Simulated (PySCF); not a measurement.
C₂H₆O₂Si, SMILES C[SiH2]C(=O)O. Atoms are numbered in the order given.

```xyz
11

C     -2.1416     0.3181     0.3428
Si    -0.6701    -0.8224     0.1324
C      0.8719     0.3093    -0.1509
O      0.8274     1.5169    -0.1642
O      2.0228    -0.3733    -0.3343
H     -3.0718    -0.2450     0.5163
H     -1.9743     0.9945     1.1953
H     -2.2684     0.9395    -0.5572
H     -0.8052    -1.7221    -1.0486
H     -0.4120    -1.6546     1.3422
H      2.7296     0.2884    -0.4653
```

Geometry optimised at B3LYP-D3(BJ)/def2-SVP. The values are those of a single conformer.

Calculation: ωB97X/def2-TZVP in PySCF.

```json
{
 "total_energy": "-519.82564 hartree",
 "highest_occupied_level": "-10.24 eV",
 "lowest_empty_level": "1.67 eV",
 "orbital_gap": "11.91 eV",
 "dipole_moment": "0.98 D",
 "quadrupole, principal values (traceless, Buckingham form, about the centre of nuclear charge)": "-9.15, -0.32, 9.47 D·Å",
 "mean_static_polarisability": "56.7 bohr³ (8.41 Å³)",
 "polarisability_principal_values": "46.1, 59.9, 64.2 bohr³"
}
```
